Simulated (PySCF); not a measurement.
## Ionisation energy of Tm⁴⁹⁺ by level of theory

Tm⁴⁹⁺ [Ar] 3d2 [3d3/2^2, M_J = 2] → Tm⁵⁰⁺ [Ar] 3d1 [3d3/2^1, M_J = 3/2], as a difference of total energies. Computed with PySCF 2.14 in an even-tempered Gaussian basis (15 s from 13 bohr⁻², ratio 2.8; 12 p from 16 bohr⁻², ratio 2.8; 8 d from 16 bohr⁻², ratio 2.8; 3 f from 51 bohr⁻², ratio 3), with the two-component X2C-1e Hamiltonian. Correlated levels: [Ne] frozen; the 72 highest virtual spinors dropped. "Screened" scales the spin-orbit matrix elements by Boettger's factors to mimic the two-electron term; Breit and QED terms are absent.

```tsv
method	ionisation energy (eV)
GHF (spin-free)	4308.4
GMP2 (spin-free)	4307.9
GHF (screened spin-orbit)	4336.8
GMP2 (screened spin-orbit)	4336.5
```

Breit and QED terms and the two-electron picture change are absent.

The spin-free rows relax to the high-spin LS determinant and lack the spin-orbit shift.

The labels give the starting determinants; with spin-orbit coupling the two ends relaxed to ⟨J²⟩ = 6.02, ⟨L²⟩ = 10.18, ⟨S²⟩ = 1.53 and ⟨J²⟩ = 3.75, ⟨L²⟩ = 6.04, ⟨S²⟩ = 0.79.

For comparison: 4335 ± 4 eV (theoretical estimate listed by NIST; NIST Atomic Spectra Database, ionization energies).
